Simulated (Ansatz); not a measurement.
A structure relaxed at PBE0-D4/def2-TZVP in Ansatz, charge 0, singlet:

| atom | x (Å) | y (Å) | z (Å) |
| --- | --- | --- | --- |
| S1 | 0.358 | 1.598 | 0.474 |
| S2 | 0.261 | -0.304 | 0.553 |
| Se3 | -0.619 | -1.294 | -1.028 |

Task: Give its formula and point group.

Result: the cluster SeS₂. Point group Cs (tolerance 0.1 Å).

Task: Summarise the bond lengths by kind (pairs closer than 1.2 times the sum of covalent radii, bridged metal pairs left out).

Result: 1 × S–S 1.91 Å; 1 × S–Se 2.06 Å.

The structure comes from a short search, and lower isomers may exist.
